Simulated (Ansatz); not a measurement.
F₂MoS₂, SMILES `[F][Mo]([F])(=[S])=[S]`. The species carries charge 0 and has multiplicity 1. Correlated methods include outer-core shells of Mo, which these sets cover unevenly. Mo takes the def2 core potential.

Cartesian coordinates in Å:
```
F -0.556 1.303 1.238
Mo 0.054 0.058 0.044
F 1.871 0.095 -0.175
S -0.511 -1.841 0.697
S -0.858 0.385 -1.803
```

Give the diagnostics of a CCSD(T)/def2-TZVPP run (frozen core, Ansatz 0.2.0). (Best estimate.)

Ansatz gave: T1 = 0.0248, largest single amplitude 0.055, largest double 0.073, (T) share of the correlation energy 6.1 %, 9 CCSD cycles. The RHF solution is unstable towards an unrestricted one. T1 lies over the customary mark of 0.02 for closed shells; compounds of d metals often pass it without a breakdown.
